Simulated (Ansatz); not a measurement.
Born–Oppenheimer molecular dynamics of CH₄F₂Ge (8 atoms, charge 0, multiplicity 1). It goes on from the last frame of an earlier run, with new velocities.

All numbers below come from RKS PBE/def2-SVP in Ansatz 0.2.0.

```yaml
ensemble: NVT, Langevin thermostat
time_step: 1 fs
steps_asked: 150
set_temperature: 300 K
friction: 0.02 /fs
seed: 358002
```

First frame:

```xyz
8
Properties=species:S:1:pos:R:3
Ge 0.023 0.042 -0.081
F -0.249 -0.206 1.642
H 1.569 -0.004 -0.335
C -0.972 1.651 -0.524
H -1.941 1.640 0.007
H -0.436 2.522 -0.128
H -1.163 1.744 -1.606
F -0.632 -1.379 -0.911
```

(1) How far do the bonds stretch over the last three quarters of this one trajectory? (Pairs bonded in most of those frames.)

Results:

(1) 
| bond | mean (Å) | spread (Å) | shortest | longest |
| --- | --- | --- | --- | --- |
| Ge1–F2 | 1.766 | 0.044 | 1.70 | 1.84 |
| Ge1–H3 | 1.557 | 0.041 | 1.48 | 1.64 |
| Ge1–C4 | 1.952 | 0.019 | 1.91 | 1.99 |
| Ge1–F8 | 1.755 | 0.017 | 1.72 | 1.78 |
| C4–H5 | 1.110 | 0.033 | 1.04 | 1.18 |
| C4–H6 | 1.109 | 0.025 | 1.05 | 1.17 |
| C4–H7 | 1.115 | 0.043 | 1.03 | 1.20 |

Mean temperature of the second half: 280 K. A run of 0.15 ps of so small a system gives no equilibrium averages.

Run time: 6.5 min on 1 thread of Arm Neoverse V1, with other jobs on the host, peak memory 0.12 GiB.
